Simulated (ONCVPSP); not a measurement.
Lu, ONCV: configuration errors across variants

| Item | Value |
| --- | --- |
| Element | lutetium |
| Generator | ONCVPSP 4.0.1 |
| Type | optimised norm-conserving Vanderbilt (ONCV) |
| Functional | PBE |
| Relativity | fully relativistic |
| Frozen core | [Kr] 4d10 5s2 |
| Valence charge | 23 |
| Reference configuration | 4f13.5 5p6 5d1.5 6s2 |
| Partial waves | 6s: rc 2.75 bohr, ncon 4, nbas 7, qcut 2 1/bohr, 1 projector; 5p: rc 2.20 bohr, ncon 5, nbas 9, qcut 7.3 1/bohr, 2 projectors, debl 2.6 Ha; 5d: rc 2.40 bohr, ncon 4, nbas 9, qcut 5.2 1/bohr, 2 projectors, debl 1.5 Ha; 4f: rc 0.55 bohr, ncon 3, nbas 6, qcut 19.6 1/bohr, 2 projectors, debl 3.1 Ha |
| Local potential | polynomial inside 0.55 bohr (lpopt 4, dvloc0 6 Ha) |
| Core correction | Teter function, fcfact 5.75, rcfact 1.1 |

Open shells are filled in proportion to 2j + 1.

All-electron excitation energies from the reference (eV): (1) 4f14 5p6 5d1 6s2 -4.644; (2) 4f14 5p6 5d1 6s1 2.725; (3) 4f14 5p6 5d1 6s0 16.004; (4) 4f14 5p6 5d1 6s0 6p2 2.340.

2 further variants failed, have other tests or too few solved ones, and are left out.

A true bound ghost makes a file unfit for plane-wave use even where its test errors are small: the radial tests pick states by their node count and pass the ghost by.

Errors AE − PS in meV (a dash: test not solved or not reliable):

| change | (1) | (2) | (3) | (4) | bound ghosts | GHOST(+) flags above zero |
| --- | --- | --- | --- | --- | --- | --- |
| base | -61 | -107 | -179 | -198 | s, p3/2, p1/2, d3/2 | d5/2 |
| p: rc 1.68 | -69 | -117 | -187 | -202 | s, p3/2, p1/2, d3/2 | d5/2 |
| local potential polynomial inside 0.45 bohr (lpopt 5, dvloc0 0 Ha) | -62 | -104 | -175 | -193 | s, p3/2, p1/2, d3/2 | d5/2 |
| core correction Teter function, fcfact 7.2, rcfact 1.1 | -61 | -108 | -179 | -198 | s, p3/2, p1/2, d3/2 | d5/2 |
| local potential polynomial inside 0.55 bohr (lpopt 4, dvloc0 -1.5 Ha) | -58 | -106 | -177 | -196 | s, p3/2, p1/2, d3/2 | d5/2 |

Q: Give the same row for: core correction Teter function fitted to the true core (icmod 2), fcfact 0.6.

A: -62, -109, -181, -201; bound ghosts: s, p3/2, p1/2, d3/2; GHOST(+) flags above zero: d5/2.
